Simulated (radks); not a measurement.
Q: These are the eigenvalues of the occupied orbitals of an atom or ion with whole-number occupations (eV). Method: scalar-relativistic Kohn-Sham, BLYP, spin-polarised, spherical densities, finite nucleus; Fermi nuclear charge, rms radius of each element as measured or else 0.836 A^(1/3) + 0.57 fm; computed with a radial shooting solver on a logarithmic mesh with Libxc functionals.

| orbital | eigenvalue |
|---|---|
| 1s down | -25481.92 |
| 1s up | -25481.92 |
| 2s up | -3880.319 |
| 2s down | -3879.448 |
| 2p up | -3496.350 |
| 2p down | -3495.685 |
| 3s up | -830.4361 |
| 3s down | -829.9898 |
| 3p up | -704.4086 |
| 3p down | -703.8990 |
| 3d up | -506.0484 |
| 3d down | -505.2628 |
| 4s up | -233.4620 |
| 4s down | -229.9540 |
| 4p up | -194.6541 |
| 4p down | -191.0799 |
| 4d up | -136.2024 |

Which element is it, and in what charge state? The configuration may be excited. Open shells, if any, are filled with parallel spins first.

A: Z = 47, silver, charge +8: Ag8+ in [Kr] 4d3. The list shows which subshells hold electrons but not how many an open one holds; the 1s level, -936.44 hartree, gives Z - s = 43.3 by -(Z - s)^2/2, which with screening and relativity narrows Z to a few neighbours, and the depths of the outer levels then fix element, charge and occupations together.
